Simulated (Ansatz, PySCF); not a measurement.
System: H$_{7}$Si$_{3}$O, net charge 0, doublet state. SMILES: [SiH3][Si]([SiH3])O
Coordinates optimised at B3LYP-D3(BJ)/def2-TZVP (Ansatz, a program for electronic structure):
```xyz
11

O      0.0289     1.8334    -0.7710
Si    -0.1666     0.5499     0.2789
Si     1.9520    -0.3725     0.6552
Si    -1.7973    -0.9788    -0.4489
H     -0.7622     2.2376    -1.1389
H      1.7674    -1.5310     1.5638
H      2.6064    -0.8420    -0.5931
H      2.8407     0.6169     1.3101
H     -3.0855    -0.2659    -0.6479
H     -1.4546    -1.6588    -1.7261
H     -1.9772    -2.0053     0.6061
```
Charge 0, spin multiplicity 2.

Quantity: size of the dipole moment, in D. Conventions: dispersion terms only where a functional's name holds one; 6-31G* and kin with 6d, 5d where marked; no spin-orbit coupling; UHF or UKS for open shells; non-relativistic. First-principles rows: single points at B3LYP-D3(BJ) geometries (Ansatz).

| level | program | size of the dipole moment (D) |
|---|---|---|
| PBE/STO-3G | Ansatz | 1.36 |
| PBE/3-21G | Ansatz | 1.48 |
| PBE/def2-SVP | Ansatz | 1.29 |
| B3LYP/STO-3G | Ansatz | 1.30 |
| B3LYP/6-31G* | Ansatz | 1.28 |
| B3LYP/def2-SVP | Ansatz | 1.29 |
| B3PW91/6-31G* (5d) | PySCF | 1.28 |

No value to compare with is used here. The 7 habitual levels span 1.28 (B3LYP/6-31G*) to 1.48 D (PBE/3-21G).

The levels are drawn from those run, B3LYP/6-31G* more often than the rest, none by its result; left out are runs that failed, that the program found above a lower state of the same kind, or whose <S^2> lies over 0.5 above the pure value.
